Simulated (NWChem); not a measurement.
Species: H$_{2}$ cation, doublet

```xyz
2

H      0.0000     0.0000    -0.5649
H      0.0000     0.0000     0.5649
```
Atoms are numbered in this order, from 1.

All runs: NWChem. Pople sets run with spherical d functions. Spin-unrestricted. Geometry: optimised at PBE-D3(BJ)/def2-SVP, spin-unrestricted. No stability test was run on the SCF state. Total energies compare along this basis series because the functional is fixed.

```json
[
 {"level": "PBE0/STO-3G", "basis functions": "2", "energy (Ha)": "-0.5942", "highest occupied level (eV)": "-24.57", "lowest empty minus highest occupied level, either spin (eV)": "9.66"},
 {"level": "PBE0/3-21G", "basis functions": "4", "energy (Ha)": "-0.5946", "highest occupied level (eV)": "-24.60", "lowest empty minus highest occupied level, either spin (eV)": "9.40"},
 {"level": "PBE0/6-31G*", "basis functions": "4", "energy (Ha)": "-0.5959", "highest occupied level (eV)": "-24.61", "lowest empty minus highest occupied level, either spin (eV)": "9.45"},
 {"level": "PBE0/6-31+G*", "basis functions": "4", "energy (Ha)": "-0.5959", "highest occupied level (eV)": "-24.61", "lowest empty minus highest occupied level, either spin (eV)": "9.45"},
 {"level": "PBE0/6-311G**", "basis functions": "12", "energy (Ha)": "-0.6083", "highest occupied level (eV)": "-24.68", "lowest empty minus highest occupied level, either spin (eV)": "9.79"},
 {"level": "PBE0/6-311++G**", "basis functions": "14", "energy (Ha)": "-0.6083", "highest occupied level (eV)": "-24.68", "lowest empty minus highest occupied level, either spin (eV)": "9.78"},
 {"level": "PBE0/def2-TZVPD", "basis functions": "18", "energy (Ha)": "-0.6085", "highest occupied level (eV)": "-24.69", "lowest empty minus highest occupied level, either spin (eV)": "9.78"},
 {"level": "PBE0/def2-QZVP", "basis functions": "60", "energy (Ha)": "-0.6094", "highest occupied level (eV)": "-24.69", "lowest empty minus highest occupied level, either spin (eV)": "9.80"}
]
```
